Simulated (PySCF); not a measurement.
A PySCF script (with the pyscf-properties extension) for the NMR shieldings of `CC1=CCC[P@@H]1=S`, C₅H₉PS, on a GFN2-xTB geometry:

```python
import basis_set_exchange as bse
import numpy as np
from pyscf import gto, dft
from pyscf.prop import nmr

atoms = """
C     2.270745   -0.375630   -0.161232
C     0.794653   -0.261672   -0.021816
C    -0.131140   -1.207652   -0.147376
C    -1.569353   -0.826574    0.042878
C    -1.677230    0.701310   -0.027529
P     0.018289    1.356720    0.291177
S     0.629129    2.908424   -0.679132
H     2.628394    0.392781   -0.847948
H     2.753607   -0.203523    0.801739
H     2.559758   -1.356230   -0.532427
H     0.105995   -2.241823   -0.349340
H    -1.906807   -1.192627    1.017113
H    -2.195745   -1.300787   -0.715708
H    -1.944285    1.030224   -1.037291
H    -2.412073    1.113643    0.665186
H     0.068463    1.472358    1.690295
"""
names = dict.fromkeys(["C", "P", "S", "H"], "pcSseg-1")
basis = {el: gto.basis.parse(bse.get_basis(n, elements=[el], fmt="nwchem")) for el, n in names.items()}
mol = gto.M(atom=atoms, basis=basis, charge=0, verbose=0)
mf = dft.RKS(mol, xc="PBE0")
mf.grids.level = 2
mf.grids.alignment = dft.numint.BLKSIZE   # the property module wants whole blocks of grid points
mf.conv_tol = 1e-9
mf.kernel()

calc = nmr.RKS(mf)   # GIAO
C = mf.mo_coeff
Co = C[:, mf.mo_occ > 0]
resp = mf.gen_response(singlet=True, hermi=2)
def vind(x):   # induced exchange potential for any number of trial vectors
    d = np.einsum("pi,xij,qj->xpq", C, 2 * x.reshape(-1, C.shape[1], Co.shape[1]), Co, optimize=True)
    return np.einsum("xpq,pi,qj->xij", resp(d - d.transpose(0, 2, 1)), C, Co, optimize=True).ravel()
mo1, _ = nmr.rhf.solve_mo1(calc, with_cphf=vind)
sigma = calc.kernel(mo1)
for i, s in enumerate(sigma):   # ppm
    w = np.linalg.eigvalsh((s + s.T) / 2)
    print("%2d %-2s iso %8.1f  s11 %8.1f  s22 %8.1f  s33 %8.1f" % (i, mol.atom_pure_symbol(i), w.mean(), *w))
```

Problem. What are the results?

Solution. 
```
 0 C  iso    170.8  s11    156.0  s22    170.5  s33    186.1
 1 C  iso     41.4  s11    -60.6  s22     46.7  s33    138.1
 2 C  iso     40.7  s11    -63.6  s22     50.5  s33    135.1
 3 C  iso    153.7  s11    135.9  s22    153.3  s33    172.0
 4 C  iso    150.2  s11    119.1  s22    152.8  s33    178.7
 5 P  iso    302.9  s11    155.6  s22    297.7  s33    455.4
 6 S  iso    765.1  s11    645.0  s22    804.6  s33    845.7
 7 H  iso     29.1  s11     23.7  s22     29.8  s33     33.8
 8 H  iso     30.0  s11     25.8  s22     27.5  s33     36.7
 9 H  iso     29.7  s11     25.1  s22     28.3  s33     35.8
10 H  iso     25.4  s11     23.2  s22     25.1  s33     27.9
11 H  iso     29.2  s11     24.9  s22     27.1  s33     35.7
12 H  iso     29.1  s11     24.2  s22     27.1  s33     35.9
13 H  iso     29.8  s11     25.3  s22     29.3  s33     34.8
14 H  iso     29.2  s11     25.3  s22     27.7  s33     34.7
15 H  iso     23.8  s11     19.7  s22     21.7  s33     30.1
```

These numbers come from an equivalent density-fitted implementation of the same equations, which agrees with the script to about 0.01 ppm for H and up to a few tenths of a ppm for heavy atoms, so last digits may differ.

Problem. Turn these shieldings into chemical shifts. Shifts are taken against calculated references (same method and geometry level): ¹³C (σref 186.93) and ¹H (σref 31.72) vs TMS; ³¹P (σref 318.38) against H3PO4; ³³S (σref 503.73) against CS2.

Solution. Averaging equivalent atoms: C 2: 146.3; C 1: 145.5; C 4: 36.8; C 3: 33.2; C 0: 16.1; P 5: 15.5; S 6: -261; H 15: 7.89; H 10: 6.32; H 12: 2.65; H 11: 2.50; H 14: 2.49; H 7/8/9: 2.11; H 13: 1.88 ppm. Experimental scales use liquid or dissolved standards, which lie at an offset from isolated H3PO4.

Size and cost of the density-fitted run: 178 basis functions, 21 s wall time on 1 thread of an Arm Neoverse V2, shared host; peak memory 0.82 GiB.
